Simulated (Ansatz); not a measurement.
cis-OsCl2(PF3)4 (P₄OsCl₂F₁₂), relaxed as a singlet with RKS PBE-D4/def2-SVP in Ansatz, starting from the GFN2-xTB geometry. Force threshold 0.03 eV/Å.

In the def2 sets Os takes a core potential; there is no spin–orbit coupling.

Start:

```xyz
19

Cl    1.370   -2.138    0.603
Cl    1.951    1.554    0.670
F    -0.744    2.927    0.923
F    -1.991    2.249   -0.901
F     0.149    3.054   -1.250
F    -1.578   -2.771    0.610
F    -0.593   -2.883   -1.527
F    -2.468   -1.585   -1.162
F    -2.112    0.460    2.291
F    -0.088    1.019    3.295
F    -0.734   -1.211    3.148
F     1.989    1.051   -2.545
F     1.621   -1.240   -2.748
F     3.287   -0.457   -1.334
Os    0.320   -0.072    0.131
P    -0.529    1.985   -0.321
P    -1.031   -1.787   -0.490
P    -0.592    0.025    2.191
P     1.772   -0.180   -1.583
```

(1) Estimate the energy that the relaxation releases and the steps that it takes.

(2) Does the start keep its bonding and symmetry?

(3) Predict the relaxed structure.

Answers

(1) 123.6 kJ/mol, in 44 steps; 2.4 min on 2 threads of AMD EPYC 7R13 on a shared host and a share (18 GiB) of an NVIDIA H100 80GB HBM3. The force fell under the threshold at step 25, but the optimiser went on and released 0.009 eV more. No frequencies were taken in this run, so the end may be a saddle point.

(2) By distances, no bond broke or formed. The bond that changes most is Cl2–Os15, from 2.36 to 2.45 Å (atoms count from 1).

(3) 
```xyz
19

Cl    1.8993   -1.7962    0.9864
Cl    2.0079    1.6379    1.0563
F    -1.1727    2.8243    0.7765
F    -2.1522    1.6453   -1.0982
F    -0.0616    2.8347   -1.3834
F    -2.5622   -1.4105    0.0211
F    -0.8443   -3.0409   -0.4909
F    -1.4416   -1.3688   -2.1382
F    -1.6149    0.7752    2.8225
F     0.5906    0.0754    3.5611
F    -1.0167   -1.5793    2.7857
F     1.4651    0.8559   -2.8934
F     1.7023   -1.5230   -2.4586
F     3.2882    0.0574   -1.5036
Os    0.4077   -0.0198    0.2148
P    -0.7338    1.8054   -0.3686
P    -1.0777   -1.4687   -0.5806
P    -0.4118   -0.1673    2.3627
P     1.7283   -0.1369   -1.6717
```
Bond lengths: 12 × F–P 1.58 to 1.60 Å; 4 × Os–P 2.22 to 2.31 Å; 2 × Cl–Os 2.44 to 2.45 Å.
